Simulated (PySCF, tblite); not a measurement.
Isomers of C7H11O (doublet state). Method: GFN2-xTB as coded in tblite; computed harmonic values from a numerical Hessian at the method's own geometry, unscaled. The method is semi-empirical: single wavenumbers can be off by several per cent or more. One conformer each. Open shells enter through the occupations alone, without spin polarisation, and single modes of such species can be off by tens of per cent.

Electronic energies: B3LYP/pcH-1 single points on the GFN2-xTB geometries (PySCF, gas phase).

```csv
SMILES,"electronic energy, lowest = 0 (kcal/mol)"
C=C1[C](C)C[C@@H]1CO,30.0
C/[C]=C\C(=O)CCC,25.3
CC1=CCCC[C]1O,0.0
C[C@@H]1[CH]CC(=O)CC1,9.8
[CH2]C1CCC(=O)CC1,9.8
CC1=[C][C@](C)(CO)C1,58.2
C=C1C[CH][C@](C)(O)C1,23.4
```

Question: How do GFN2-xTB zero-point energies change the relative energies?

Answer: 
| SMILES | ZPE (kcal/mol) | of it from modes above 1550 cm⁻¹ | electronic (kcal/mol) | with ZPE, lowest = 0 (kcal/mol) | lowest mode (cm⁻¹) | rings |
| --- | --- | --- | --- | --- | --- | --- |
| CC1=CCCC[C]1O | 101.2 | 47.6 | 0.0 | 0.0 | 70 | 1 |
| [CH2]C1CCC(=O)CC1 | 100.9 | 49.6 | 9.8 | 9.5 | 77 | 1 |
| C[C@@H]1[CH]CC(=O)CC1 | 101.6 | 49.7 | 9.8 | 10.2 | 83 | 1 |
| C=C1C[CH][C@](C)(O)C1 | 99.3 | 50.8 | 23.4 | 21.5 | 52 | 1 |
| C/[C]=C\C(=O)CCC | 99.3 | 52.0 | 25.3 | 23.4 | 37 | 0 |
| C=C1[C](C)C[C@@H]1CO | 99.4 | 50.1 | 30.0 | 28.2 | 66 | 1 |
| CC1=[C][C@](C)(CO)C1 | 100.1 | 50.3 | 58.2 | 57.1 | 75 | 1 |

The zero-point energies span 2.3 kcal/mol, from `C=C1C[CH][C@](C)(O)C1` to `C[C@@H]1[CH]CC(=O)CC1`. The order is unchanged.

Question: And how do the electronic energies of GFN2-xTB itself compare?

Answer: `CC1=CCCC[C]1O` 0.0; `[CH2]C1CCC(=O)CC1` 17.3; `C[C@@H]1[CH]CC(=O)CC1` 8.7; `C=C1C[CH][C@](C)(O)C1` 27.1; `C/[C]=C\C(=O)CCC` 41.5; `C=C1[C](C)C[C@@H]1CO` 30.2; `CC1=[C][C@](C)(CO)C1` 60.5 kcal/mol, lowest = 0. Against the energies above, taken from the same isomer `CC1=CCCC[C]1O`, the largest difference is 16.2 kcal/mol.

Question: What do entropy and thermal enthalpy add at 298.15 K and 1 bar (rigid rotor, harmonic oscillator, one conformer each)?

Answer: 
```csv
SMILES,point group,symmetry number,S (cal/(mol K)),H − H(0) (kcal/mol),ZPE + H − H(0) − TS (kcal/mol)
CC1=CCCC[C]1O,C1,1,90.8,5.99,80.1
[CH2]C1CCC(=O)CC1,Cs,1,89.3,5.78,80.0
C[C@@H]1[CH]CC(=O)CC1,C1,1,88.3,5.69,81.0
C=C1C[CH][C@](C)(O)C1,C1,1,92.3,6.22,78.0
C/[C]=C\C(=O)CCC,Cs,1,100.9,6.95,76.2
C=C1[C](C)C[C@@H]1CO,C1,1,96.1,6.51,77.3
CC1=[C][C@](C)(CO)C1,C1,1,94.5,6.47,78.4
```

S holds R ln(2S + 1) for the spin.
